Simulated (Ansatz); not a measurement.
`PO[AsH2]` and `[SiH3]O[AsH2]` differ in one atom or group.

Ansatz, PBE0-D4/def2-TZVP geometries, multiplicity 1. Each molecule was computed in one conformer, which needn't be the lowest.

Scalar relativity is left out up to krypton.

```
                                                                                  property  `PO[AsH2]`
ideal-gas entropy at 298 K and 1 bar (rigid rotor, harmonic PBE0-D4/def2-TZVP) / J/(mol·K)         331
                                                       LUMO energy (B3LYP/def2-TZVPP) / eV       -1.26
                                                       HOMO energy (B3LYP/def2-TZVPP) / eV       -6.85
                                            size of the dipole moment (PBE/def2-TZVPP) / D        0.72
                                                        LUMO energy (PBE0/def2-TZVPP) / eV       -1.04
                                            zero-point energy (PBE0-D4/def2-TZVP) / kJ/mol        98.6
```

Q: What does the change do to each property? (An estimate is asked.)

A: The calculation gave: 
```csv
property,`[SiH3]O[AsH2]`,shift
"ideal-gas entropy at 298 K and 1 bar (rigid rotor, harmonic PBE0-D4/def2-TZVP) / J/(mol·K)",339,8
LUMO energy (B3LYP/def2-TZVPP) / eV,-1.08,0.18
HOMO energy (B3LYP/def2-TZVPP) / eV,-7.40,-0.55
size of the dipole moment (PBE/def2-TZVPP) / D,0.92,0.20
LUMO energy (PBE0/def2-TZVPP) / eV,-0.86,0.18
zero-point energy (PBE0-D4/def2-TZVP) / kJ/mol,118.2,19.6
```

With PBE0 the HOMO falls by 0.54 eV and the LUMO rises by 0.18 eV, so the gap widens by about 0.72 eV. PBE moves the HOMO by -0.55 eV and ωB97M-V by -0.54 eV. The zero-point energy changes by 19.6 kJ/mol with +3 modes. Dipoles are sizes alone; their direction can turn. Modes under 60 cm⁻¹, often nearly free rotors, make the harmonic entropy too high.

B3LYP here is the variant with VWN-RPA as its local correlation; programs differ in this.
